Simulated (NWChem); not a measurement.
All runs are NWChem calculations. System: IIn, charge 0, spin multiplicity 1, at a geometry optimised with PBE/def2-SVP with def2 effective core potentials on In, I. The structure started from a generated list of species. Level: G0W0@PBE/def2-SVP with def2 effective core potentials on In, I, RI basis def2-svp-rifit, no spin-orbit coupling.

Job file:

```
start mol
memory heap 200 mb stack 700 mb global 1700 mb
geometry units angstroms nocenter noautoz
  In     0.000000     0.000000    -1.460991
  I      0.000000     0.000000     1.350727
  symmetry group C2v
end
basis spherical
  * library def2-svp
end
ecp
  In library def2-ecp
  I library def2-ecp
end
basis "ri basis" bse spherical
  * library def2-svp-rifit
end
dft
  xc xpbe96 cpbe96
  iterations 100
  direct
  tolerances tight
end
task dft energy
gw
  states alpha occ 4 vir 2
end
task dft gw
```

Output (cleaned and shortened):

```
             Northwest Computational Chemistry Package (NWChem) 7.3.0
             --------------------------------------------------------

                                NWChem Input Module
                                -------------------

 Scaling coordinates for geometry "geometry" by  1.889725989
 (inverse scale =  0.529177249)

 Turning off AUTOSYM since
 SYMMETRY directive was detected!

                             Geometry "geometry" -> ""
                             -------------------------

 Output coordinates in angstroms (scale by  1.889725989 to convert to a.u.)

  No.       Tag          Charge          X              Y              Z
 ---- ---------------- ---------- -------------- -------------- --------------
    1 In                  49.0000     0.00000000     0.00000000    -1.46099100
    2 I                   53.0000     0.00000000     0.00000000     1.35072700

 Effective nuclear repulsion energy (a.u.)     488.7664110171

            Nuclear Dipole moment (a.u.)
            ----------------------------
        X                 Y               Z
 ---------------- ---------------- ----------------
     0.0000000000     0.0000000000    -0.0000529123

      Symmetry information
      --------------------

 Group name             C2v
 Group number             16
 Group order               4
 No. of unique centers     2

      Symmetry unique atoms

     1    2


 Summary of "ao basis" -> "" (spherical)
 ------------------------------------------------------------------------------
       Tag                 Description            Shells   Functions and Types
 ---------------- ------------------------------  ------  ---------------------
 *                          def2-svp                  on all atoms

 Summary of "ri basis" -> "" (spherical)
 ------------------------------------------------------------------------------
       Tag                 Description            Shells   Functions and Types
 ---------------- ------------------------------  ------  ---------------------
 *                       def2-svp-rifit               on all atoms
[...]
           0.000000000000        1702.453785529283           0.000000000000
           0.000000000000           0.000000000000           0.000000000000

     Multipole analysis of the density
     ---------------------------------

     L   x y z        total         alpha         beta         nuclear
     -   - - -        -----         -----         ----         -------
     0   0 0 0     -0.000000    -23.000000    -23.000000     46.000000

     1   1 0 0     -0.000000     -0.000000     -0.000000      0.000000
     1   0 1 0     -0.000000     -0.000000     -0.000000      0.000000
     1   0 0 1     -1.337995     -3.586134     -3.586134      5.834272

     2   2 0 0    -36.347600    -18.173800    -18.173800      0.000000
     2   1 1 0     -0.000000     -0.000000     -0.000000      0.000000
     2   1 0 1     -0.000000     -0.000000     -0.000000      0.000000
     2   0 2 0    -36.347600    -18.173800    -18.173800      0.000000
     2   0 1 1     -0.000000     -0.000000     -0.000000      0.000000
     2   0 0 2    -37.282254   -180.117467   -180.117467    322.952681

 Task  times  cpu:        2.5s     wall:        2.5s

                                NWChem Input Module
                                -------------------

                                 NWChem GW Module
                                 ----------------

                             ***********************
                             ***        GW       ***
                             ***********************

 Summary of "ri basis" -> "ri basis" (spherical)
 ------------------------------------------------------------------------------
       Tag                 Description            Shells   Functions and Types
 ---------------- ------------------------------  ------  ---------------------
 In                      def2-svp-rifit             30      114   9s8p7d4f2g
 I                       def2-svp-rifit             30      114   9s8p7d4f2g

                 Memory Information
                 ------------------
          Available GA per process is          1700.0 MBs
          Available stack per process is        700.0 MBs
          Available heap per process is           0.0 MBs

          Peak memory in Initialization
              Peak GA per process is                  2.6 MBs
              Peak stack per process is               0.0 MBs
              Peak heap per process is                2.9 MBs
              Memory not in MA per process            0.0 MBs

          Peak memory in AFF Calculation
              Peak GA per process is                  6.7 MBs
              Peak stack per process is               3.4 MBs
              Peak heap per process is                0.0 MBs
              Memory not in MA per process            3.4 MBs

          Computing 2-center integrals
          Computing Inverse Cholesky factor
          Computing 3-center integrals
          Computing V_xc ...

          Computing Sigma_x
          Computing RPA polarizability
          Solving quasiparticle equations

                  Alpha Orbitals
          State     Energy (eV)     Error (eV)
          -----------------------------------
@GW        20        -11.017           0.004
@GW        21         -7.973           0.004
@GW        22         -7.973           0.004
@GW        23         -8.031           0.005
@GW        24         -0.022           0.002
@GW        25         -0.022           0.002

   Applying  -2.1162 eV scissor-shift to rest of particle states

   Applying   2.5737 eV scissor-shift to rest of hole states

     GW Timing Statistics
   ------------------------
   Init.   :          0.1s
     ERIs  :          0.1s
     Distr.:          0.0s
     Vxc   :          0.1s
   Sigma_x :          0.0s
   RPA     :          0.1s
   Wmn     :          0.0s
   Sigma_c :          0.0s
   GW total:          0.3s

 Task  times  cpu:        0.3s     wall:        0.3s

 Total times  cpu:        2.8s     wall:        2.8s
```
